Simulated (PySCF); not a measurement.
Mo(NMe)(F)3(OH) (CH4F3MoNO), SMILES C[N]=[Mo]([OH])([F])([F])[F], multiplicity 1.

Geometry: B3LYP-D3(BJ)/def2-SVP. The spin state was assumed, not searched. The def2 effective core potentials stand for the cores of Mo; spin–orbit coupling is left out. Other conformers were not sampled.

The numbers are results of PBE0/def2-TZVP (PySCF), not measurements.

The molecule is in vacuum.

```yaml
total_energy: -538.12242 hartree
highest_occupied_level: -9.15 eV
lowest_empty_level: -3.34 eV
orbital_gap: 5.81 eV
dipole_moment: 5.73 D
quadrupole, principal values (traceless, Buckingham form, about the centre of nuclear charge): -14.56, 0.94, 13.62 D·Å
mean_static_polarisability: 66.4 bohr³ (9.84 Å³)
polarisability_principal_values: 55.5, 62.4, 81.4 bohr³
```
